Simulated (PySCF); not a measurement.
# Frontier orbitals and the lowest excitations

Compound: C6H10N2.
Cartesian coordinates in Å at the GFN2-xTB level; atoms count from 1:
```
atom  x, y, z in Å
C1    -2.3959    0.4216    0.4729
C2    -1.1619   -0.2390   -0.0788
N3    -0.9695   -1.4784   -0.1797
C4    -0.0918    0.7149   -0.5347
C5     1.1884    0.0333   -1.0131
C6     1.9293   -0.6644    0.1347
C7     2.2693    0.2639    1.1783
N8     2.5247    1.0201    1.9981
H9    -2.7865    1.1485   -0.2367
H10   -3.1693   -0.3121    0.6936
H11   -2.1443    0.9524    1.3902
H12   -1.7394   -2.0637    0.1383
H13    0.1369    1.3998    0.2871
H14   -0.5060    1.3168   -1.3486
H15    0.9345   -0.7180   -1.7610
H16    1.8416    0.7802   -1.4699
H17    1.2828   -1.4412    0.5503
H18    2.8484   -1.1284   -0.2328
```

Computed, not measured: TDDFT CAM-B3LYP/def2-SVPD, vertical, gas phase, core orbitals frozen in the response in PySCF 2.14.0, density-fitted response routines.

Frontier orbitals with the atoms that hold most of them (Löwdin shares over 4%, at most four atoms; ? is withheld):

```
orbital  ε (eV)                            atoms
 LUMO+2    1.58  H18 14%, C6 12%, C5 11%, C1 10%
 LUMO+1    1.06    C1 22%, C2 11%, H11 7%, C4 7%
   LUMO       ?    C2 31%, N3 29%, C4 6%, H14 6%
   HOMO   -9.09                                ?
 HOMO-1  -10.29                                ?
 HOMO-2  -10.61    N8 40%, C7 29%, C6 11%, C5 9%
 HOMO-3  -10.76    N8 33%, C7 25%, N3 12%, C6 7%
```

Question: Which atoms hold the HOMO, and with what shares?

Answer: N3 (bonded to C and H) 55%; C2 (bonded to 2 C and N) 11%; C1 (bonded to C and 3 H) 8%; H12 (bonded to N) 7%. By element: nitrogen 55% or more, carbon 20% or more, hydrogen 7% or more.

Question: Which atoms hold the HOMO-1, and with what shares?

Answer: N3 (bonded to C and H) 36%; C2 (bonded to 2 C and N) 20%; N8 (bonded to C) 8%; C4 (bonded to 2 C and 2 H) 6%. By element: nitrogen 44%, carbon 26% or more.

Question: What is the LUMO energy, and the HOMO–LUMO gap?

Answer: ε(LUMO) = 0.91 eV; the gap is 10.00 eV (0.3673 hartree).

Question: How does S1 compare with the orbital gap of 10.00 eV?

Answer: S1 is at 5.50 eV (f = 0.0024), 4.50 eV below the gap, made of HOMO→LUMO (91%). Without the coupling terms of the response equations the lowest excitation would equal the gap.

Question: Give energy, strength and leading configuration of S1, S2 and S8, and follow the Löwdin shares of the leading atoms from the occupied to the empty orbital.

Answer: 
- S1 (5.50 eV, f 0.0024), HOMO→LUMO (91%): N3 55% → 29%, C2 11% → 31%
- S2 (7.15 eV, f 0.041), HOMO→LUMO+1 (82%): N3 55% → at most 7%, C2 11% → 11%, C1 8% → 22%
- S8 (8.36 eV, f 0.0022), HOMO-1→LUMO+1 (72%): N3 36% → at most 7%, C2 20% → 11%, C1 at most 7% → 22%

Löwdin shares depend on the basis, the more so with diffuse functions.

On Arm Neoverse V1, one thread, no GPU (shared host), this took 67 s.

One conformer stands for the species.
